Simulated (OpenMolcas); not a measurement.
5d5 along the 73-electron sequence

```json
{
  "Program": "OpenMolcas 26.06",
  "Method": "MS-CASPT2, IPEA 0.25 Eh, imaginary shift 0.1 Eh",
  "Basis": "ANO-R2",
  "Scalar Hamiltonian": "X2C, finite nucleus",
  "Spin-orbit coupling": "state interaction with AMFI integrals over the reference wave functions, term energies averaged over their components"
}
```

Active space for each ion: 5 electrons in 5 orbitals (5d); closed shells correlated by CASPT2: 5s 5p.

Computed levels in cm-1 above 6S 5/2:

```json
{"Level": "4G 7/2", "Re2+": "18870", "Os3+": "21550", "Ir4+": "23880", "Au6+": "27840"}
{"Level": "4G 11/2", "Re2+": "19730", "Os3+": "22660", "Ir4+": "25290", "Au6+": "29940"}
{"Level": "4G 9/2", "Re2+": "20200", "Os3+": "23350", "Ir4+": "26230", "Au6+": "31530"}
{"Level": "4P 1/2", "Re2+": "21230", "Os3+": "24830", "Ir4+": "27950", "Au6+": "33580"}
{"Level": "4D 7/2", "Re2+": "23200", "Os3+": "27320", "Ir4+": "31110", "Au6+": "38330"}
{"Level": "4D 1/2", "Re2+": "25910", "Os3+": "30890", "Ir4+": "35550", "Au6+": "44800"}
{"Level": "2I 11/2", "Re2+": "28730", "Os3+": "33020", "Ir4+": "37090", "Au6+": "45090"}
{"Level": "2I 13/2", "Re2+": "31040", "Os3+": "35980", "Ir4+": "40710", "Au6+": "50050"}
{"Level": "2H 9/2", "Re2+": "35710", "Os3+": "41570", "Ir4+": "47010", "Au6+": "57510"}
{"Level": "weight of 6S in the lowest level (%)", "Re2+": "91", "Os3+": "88", "Ir4+": "85", "Au6+": "77"}
```

Mixed levels, with the weight of the term that names them: Re2+ 4G 7/2 (71 %), Re2+ 4P 1/2 (60 %), Re2+ 4D 7/2 (74 %), Re2+ 4D 1/2 (63 %), Re2+ 2H 9/2 (51 %), Os3+ 4G 7/2 (68 %), Os3+ 4P 1/2 (60 %), Os3+ 4D 7/2 (71 %), Os3+ 4D 1/2 (64 %), Os3+ 2H 9/2 (51 %), Ir4+ 4G 7/2 (64 %), Ir4+ 4P 1/2 (59 %), Ir4+ 4D 7/2 (66 %), Ir4+ 4D 1/2 (65 %), Ir4+ 2I 11/2 (74 %), Ir4+ 2H 9/2 (51 %), Au6+ 4G 7/2 (56 %), Au6+ 4G 11/2 (72 %), Au6+ 4P 1/2 (59 %), Au6+ 4D 7/2 (54 %), Au6+ 4D 1/2 (67 %), Au6+ 2I 11/2 (69 %), Au6+ 2H 9/2 (51 %).

Measured, with the error of the calculation in %. Measured levels: Re2+ from the list in Brasseur, Gamrath and Quinet, At. Data Nucl. Data Tables 157, 101636 (2024).

```json
{"Level": "4G 7/2", "Re2+": "16890 (+11.7)"}
{"Level": "4G 11/2", "Re2+": "18020 (+9.5)"}
{"Level": "4G 9/2", "Re2+": "18346 (+10.1)"}
{"Level": "4D 7/2", "Re2+": "20453 (+13.4)"}
{"Level": "2I 11/2", "Re2+": "26170 (+9.8)"}
{"Level": "2I 13/2", "Re2+": "28588 (+8.6)"}
```

4G 7/2 changes by a factor of 1.48 over the same range, with steps per unit of Z of +2680, +2330, +1980 cm-1.

Term energies are means over components that CASPT2 splits; among the terms shown or strongly mixed into the levels shown the widest spread is 670 cm-1 (5d5 4F, Os3+). Blocks of more than 70 roots (2S+1 = 2 even) ran without multistate coupling. Configurations with an s electron lie low in 5d ions of this charge, fall among these levels and mix in, so low-spin terms can stand far too high, up to twice their true height, and weights are not those of the real levels (holds for Re2+). The CASPT2 spread within a term exceeds the gap to the next term for 5d5 4F and 5d5 2F(1), so the order of their levels is uncertain, and so are names and mixing where such terms share a J (holds for Re2+). Measured partners are found by configuration, term and J. A level has none where our copy of the source lacks it or the pairing is in doubt (some pairs that miss far off the trend of their configuration count as doubtful), and it then counts in no deviation. Only configurations of the active space appear.

A number in round brackets counts repeated terms of one configuration in the order of the reference energies.
